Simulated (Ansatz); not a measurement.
`C[CH2][SnH3]` + HBr → `[Br][SnH3]` + `CC` at 700 K and 1 bar (ligand exchange at the Sn–C bond).

Calculated with Ansatz (gas phase, PBE0-D4/def2-TZVP geometries, no zero-point term in ΔE). CCSD(T)/CBS adds triple-zeta CCSD(T) − MP2 to the extrapolated MP2 energy (def2 sets, frozen cores). This one scheme is used for every species. def2 core potentials past Kr. For Br, Sn outer-core shells are correlated without core-valence functions, which leaves a few kJ/mol of doubt a bond. Scalar relativity is left out up to krypton.

```csv
species,CCSD(T)/CBS energy (Eh),H − E (kJ/mol),S (J/(mol·K))
`C[CH2][SnH3]`,-294.92046,294.8,436.4
HBr,-2573.91920,36.5,223.7
`[Br][SnH3]`,-2789.16986,98.8,350.6
`CC`,-79.71954,238.1,289.3
```

H − E and S are ideal-gas, rigid-rotor, harmonic terms from PBE0-D4/def2-TZVP. 1 Eh = 2625.50 kJ/mol, R = 8.31446 J/(mol·K).

Q: By hand: ΔE, ΔH, ΔS and ΔG.

A: ΔE = (-2789.16986) + (-79.71954) − (-294.92046) − (-2573.91920) = -0.04974 Eh = -130.6 kJ/mol. Δ(H − E) = 98.8 + 238.1 − 294.8 − 36.5 = 5.6, so ΔH = -125.0 kJ/mol. ΔS = 350.6 + 289.3 − 436.4 − 223.7 = -20.2 J/(mol·K). ΔG = -125.0 − 700 × (-20.2)/1000 = -110.9 kJ/mol.

Q: By hand: the equilibrium constant, and the temperature at which ΔG would vanish if ΔH and ΔS stayed fixed.

A: log₁₀ K = −ΔG/(RT ln 10) = 8.3. ΔG = 0 at ΔH/ΔS = 6188 K, far beyond where these terms or the molecules hold.

ΔH outweighs TΔS. A doubt of 5 kJ/mol in ΔE shifts log₁₀ K by 0.4 here. These are equilibria of isolated gas molecules and say nothing of rates. Largest T1 diagnostic: 0.012 (customary marks: 0.02 for closed shells, 0.045 for open ones).
